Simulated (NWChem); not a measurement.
CH5FSn; SMILES [CH3][SnH2][F]

```xyz
8

Sn     0.3000     0.0349     0.0000
C     -0.9488    -1.6996    -0.0001
F     -0.9186     1.5561     0.0000
H      1.2281     0.2247     1.4291
H      1.2298     0.2255    -1.4279
H     -1.5559    -1.7183    -0.9155
H     -0.3317    -2.6087     0.0421
H     -1.6131    -1.6743     0.8745
```
Atoms are numbered in this order, from 1.

All runs use the structure optimised with PBE0/def2-SVP. Not confirmed as a minimum by frequencies. def2 effective core potentials on Sn; no spin-orbit coupling.

List the 4 lowest vertical singlet excitations from B3LYP/def2-SVPD with def2 effective core potentials on Sn, TDA (NWChem).


```csv
state,energy (eV),oscillator strength,leading excitation (squared amplitude)
S1,6.71,0.002,HOMO → LUMO (0.98)
S2,7.02,0.002,HOMO−1 → LUMO (0.97)
S3,7.61,0.005,HOMO → LUMO+2 (0.84)
S4,7.77,0.407,HOMO → LUMO+1 (0.75)
```
